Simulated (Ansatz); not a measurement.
C$_{2}$H$_{6}$B$_{2}$F$_{4}$ (`C[B@-]1(F)[F+][B@-](C)(F)[F+]1`). The species carries charge 0 and has multiplicity 1.

```xyz
14

C     1.494    1.694    0.711
B     0.113    1.068    0.363
F    -1.027    1.745    0.471
F     0.102    0.334   -1.009
B    -0.113   -1.068   -0.363
C    -1.494   -1.694   -0.711
F     1.027   -1.744   -0.471
F    -0.103   -0.333    1.009
H     2.317    0.992    0.562
H     1.677    2.574    0.089
H     1.508    2.023    1.753
H    -1.679   -2.571   -0.086
H    -2.316   -0.991   -0.566
H    -1.506   -2.028   -1.751
```

Task: What are the harmonic wavenumbers in cm⁻¹ at PBE0-D4/def2-TZVP (Ansatz, finite differences of forces, unscaled)? (Best estimate.)

Result: Computed: 58, 148, 153, 170, 171, 243, 313, 313, 333, 350, 464, 500, 537, 599, 667, 669, 856, 865, 884, 969, 993, 1100, 1298, 1309, 1394, 1408, 1459, 1460, 1461, 1461, 3060, 3060, 3133, 3133, 3149, 3149.

Task: Is this a minimum?

Result: Yes, all 36 modes are real.

Task: Give the ideal-gas thermochemistry at 298.15 K and 1 bar (rigid rotor, harmonic oscillator; point group C2h, symmetry number 2).

Result: Zero-point energy 247.0 kJ/mol; H(298) − E = 274.7 kJ/mol; entropy 388.8 J/(mol·K), of which translation 169.3, rotation 112.3, vibration 107.1; G(298) − E = 158.8 kJ/mol. Modes under 100 cm⁻¹ are hindered rotations or soft bends, so the harmonic entropy is rough.

Task: And at 400, 500, 600, 800 and 1000 K?

Result: 
```tsv
T (K)	H − E (kJ/mol)	S (J/mol/K)	G − E (kJ/mol)
400	291.5	437.0	116.7
500	310.6	479.4	70.8
600	331.6	517.8	21.0
800	378.3	584.8	-89.5
1000	429.5	641.8	-212.3
```

Task: Rotational constants (cm⁻¹)?

Result: 0.1054, 0.05475, 0.04496.
